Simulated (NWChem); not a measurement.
Program: NWChem. System: H3HfO3, charge 1, spin multiplicity 1, displaced from the optimised geometry. The structure started from a generated list of species.

Job file:

```
start mol
memory heap 200 mb stack 800 mb global 1000 mb
charge 1
geometry units angstroms nocenter noautoz
  Hf     0.000000     0.000000     0.000046
  O      0.000000     0.000000     1.937695
  H      0.000000     0.000000     2.929919
  O      0.000000     1.677793    -0.969030
  H      0.000000     2.536891    -1.465143
  O      0.000000    -1.677793    -0.969030
  H      0.000000    -2.536891    -1.465143
  symmetry group C2v
end
basis spherical
  * library def2-svp
end
ecp
  Hf library def2-ecp
end
dft
  xc b3lyp
  semidirect memsize 60000000 filesize 0
  iterations 100
  convergence nodiis damp 40
end
task dft gradient
```

The output up to the point where the run's verdict is printed (cleaned and shortened):

```
             Northwest Computational Chemistry Package (NWChem) 7.3.0
             --------------------------------------------------------

                                NWChem Input Module
                                -------------------

 Scaling coordinates for geometry "geometry" by  1.889725989
 (inverse scale =  0.529177249)

 Turning off AUTOSYM since
 SYMMETRY directive was detected!

                             Geometry "geometry" -> ""
                             -------------------------

 Output coordinates in angstroms (scale by  1.889725989 to convert to a.u.)

  No.       Tag          Charge          X              Y              Z
 ---- ---------------- ---------- -------------- -------------- --------------
    1 Hf                  72.0000     0.00000000     0.00000000     0.00004600
    2 O                    8.0000     0.00000000     0.00000000     1.93769500
    3 H                    1.0000     0.00000000     0.00000000     2.92991900
    4 O                    8.0000     0.00000000     1.67779300    -0.96903000
    5 H                    1.0000     0.00000000     2.53689100    -1.46514300
    6 O                    8.0000     0.00000000    -1.67779300    -0.96903000
    7 H                    1.0000     0.00000000    -2.53689100    -1.46514300

 Effective nuclear repulsion energy (a.u.)     560.3263250457

            Nuclear Dipole moment (a.u.)
            ----------------------------
        X                 Y               Z
 ---------------- ---------------- ----------------
     0.0000000000     0.0000000000     0.0000472431

      Symmetry information
      --------------------

 Group name             C2v
 Group number             16
 Group order               4
 No. of unique centers     5

      Symmetry unique atoms

     1    2    3    4    5


 Summary of "ao basis" -> "" (spherical)
 ------------------------------------------------------------------------------
       Tag                 Description            Shells   Functions and Types
 ---------------- ------------------------------  ------  ---------------------
 *                          def2-svp                  on all atoms
[...]
 d= 0,ls=0.5         52   -212.2370002820  1.01D+01  4.00D-01               9.2
 d= 0,ls=0.5         53   -222.3137580297 -1.01D+01  4.00D-01               9.4
 d= 0,ls=0.5         54   -212.2370002820  1.01D+01  4.00D-01               9.5
 d= 0,ls=0.5         55   -222.3137580297 -1.01D+01  4.00D-01               9.7
 d= 0,ls=0.5         56   -212.2370002820  1.01D+01  4.00D-01               9.9
 d= 0,ls=0.5         57   -222.3137580297 -1.01D+01  4.00D-01              10.1
 d= 0,ls=0.5         58   -212.2370002820  1.01D+01  4.00D-01              10.2
 d= 0,ls=0.5         59   -222.3137580297 -1.01D+01  4.00D-01              10.3
 d= 0,ls=0.5         60   -212.2370002820  1.01D+01  4.00D-01              10.5
 d= 0,ls=0.5         61   -222.3137580297 -1.01D+01  4.00D-01              10.7
 d= 0,ls=0.5         62   -212.2370002820  1.01D+01  4.00D-01              10.9
 d= 0,ls=0.5         63   -222.3137580297 -1.01D+01  4.00D-01              11.1
 d= 0,ls=0.5         64   -212.2370002820  1.01D+01  4.00D-01              11.3
 d= 0,ls=0.5         65   -222.3137580297 -1.01D+01  4.00D-01              11.5
 d= 0,ls=0.5         66   -212.2370002820  1.01D+01  4.00D-01              11.6
 d= 0,ls=0.5         67   -222.3137580297 -1.01D+01  4.00D-01              11.8
 d= 0,ls=0.5         68   -212.2370002820  1.01D+01  4.00D-01              12.0
 d= 0,ls=0.5         69   -222.3137580297 -1.01D+01  4.00D-01              12.1
 d= 0,ls=0.5         70   -212.2370002820  1.01D+01  4.00D-01              12.3
 d= 0,ls=0.5         71   -222.3137580297 -1.01D+01  4.00D-01              12.5
 d= 0,ls=0.5         72   -212.2370002820  1.01D+01  4.00D-01              12.6
 d= 0,ls=0.5         73   -222.3137580297 -1.01D+01  4.00D-01              12.7
 d= 0,ls=0.5         74   -212.2370002820  1.01D+01  4.00D-01              12.9
 d= 0,ls=0.5         75   -222.3137580297 -1.01D+01  4.00D-01              13.0
 d= 0,ls=0.5         76   -212.2370002820  1.01D+01  4.00D-01              13.2
 d= 0,ls=0.5         77   -222.3137580297 -1.01D+01  4.00D-01              13.3
 d= 0,ls=0.5         78   -212.2370002820  1.01D+01  4.00D-01              13.5
 d= 0,ls=0.5         79   -222.3137580297 -1.01D+01  4.00D-01              13.6
 d= 0,ls=0.5         80   -212.2370002820  1.01D+01  4.00D-01              13.7
 d= 0,ls=0.5         81   -222.3137580297 -1.01D+01  4.00D-01              13.9
 d= 0,ls=0.5         82   -212.2370002820  1.01D+01  4.00D-01              14.1
 d= 0,ls=0.5         83   -222.3137580297 -1.01D+01  4.00D-01              14.2
 d= 0,ls=0.5         84   -212.2370002820  1.01D+01  4.00D-01              14.4
 d= 0,ls=0.5         85   -222.3137580297 -1.01D+01  4.00D-01              14.6
 d= 0,ls=0.5         86   -212.2370002820  1.01D+01  4.00D-01              14.8
 d= 0,ls=0.5         87   -222.3137580297 -1.01D+01  4.00D-01              14.9
 d= 0,ls=0.5         88   -212.2370002820  1.01D+01  4.00D-01              15.1
 d= 0,ls=0.5         89   -222.3137580297 -1.01D+01  4.00D-01              15.2
 d= 0,ls=0.5         90   -212.2370002820  1.01D+01  4.00D-01              15.4
 d= 0,ls=0.5         91   -222.3137580297 -1.01D+01  4.00D-01              15.5
 d= 0,ls=0.5         92   -212.2370002820  1.01D+01  4.00D-01              15.7
 d= 0,ls=0.5         93   -222.3137580297 -1.01D+01  4.00D-01              15.9
 d= 0,ls=0.5         94   -212.2370002820  1.01D+01  4.00D-01              16.0
 d= 0,ls=0.5         95   -222.3137580297 -1.01D+01  4.00D-01              16.1
 d= 0,ls=0.5         96   -212.2370002820  1.01D+01  4.00D-01              16.3
 d= 0,ls=0.5         97   -222.3137580297 -1.01D+01  4.00D-01              16.4
 d= 0,ls=0.5         98   -212.2370002820  1.01D+01  4.00D-01              16.6
 d= 0,ls=0.5         99   -222.3137580297 -1.01D+01  4.00D-01              16.7
 d= 0,ls=0.5        100   -212.2370002820  1.01D+01  4.00D-01              16.8
```

The run did not converge; its last values are not results. The next line reads: Calculation failed to converge. NWChem stopped with the message: dft gradient failed.
